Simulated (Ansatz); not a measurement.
The same ligand exchange along the group B, Al, Ga, In.

Computed with Ansatz on PBE0-D4/def2-TZVP structures; ΔE is electronic, products minus reactants. CCSD(T)/CBS adds triple-zeta CCSD(T) − MP2 to the extrapolated MP2 energy (def2 sets, frozen cores). This one scheme is used for every species. Functionals use def2-TZVPP. Elements past krypton have def2 core potentials. For Ga, I, In outer-core shells are correlated without core-valence functions, which leaves a few kJ/mol of doubt a bond. Scalar relativity is left out up to krypton.

```json
{"reaction": "`N#CB(Cl)Cl` + HI → `ClB(Cl)I` + `C#N`", "r2SCAN-D4 (kJ/mol)": "-15", "B2PLYP (kJ/mol)": "-13", "RPA@PBE/def2-TZVPP (kJ/mol)": "-14", "CCSD/CBS(def2) (kJ/mol)": "-22", "CCSD(T)/CBS(def2) (kJ/mol)": "-24"}
{"reaction": "`N#[C][Al]([Cl])[Cl]` + HI → `[Cl][Al]([Cl])[I]` + `C#N`", "r2SCAN-D4 (kJ/mol)": "-86", "B2PLYP (kJ/mol)": "-83", "RPA@PBE/def2-TZVPP (kJ/mol)": "-74", "CCSD/CBS(def2) (kJ/mol)": "-90", "CCSD(T)/CBS(def2) (kJ/mol)": "-90"}
{"reaction": "`N#[C][Ga]([Cl])[Cl]` + HI → `[Cl][Ga]([Cl])[I]` + `C#N`", "r2SCAN-D4 (kJ/mol)": "-98", "B2PLYP (kJ/mol)": "-94", "RPA@PBE/def2-TZVPP (kJ/mol)": "-81", "CCSD/CBS(def2) (kJ/mol)": "-98", "CCSD(T)/CBS(def2) (kJ/mol)": "-98"}
{"reaction": "`N#[C][In]([Cl])[Cl]` + HI → `[Cl][In]([Cl])[I]` + `C#N`", "r2SCAN-D4 (kJ/mol)": "-120", "B2PLYP (kJ/mol)": "-116", "RPA@PBE/def2-TZVPP (kJ/mol)": "-97", "CCSD/CBS(def2) (kJ/mol)": "-122", "CCSD(T)/CBS(def2) (kJ/mol)": "-121"}
```

Largest T1 diagnostic: 0.014, for `C#N`.
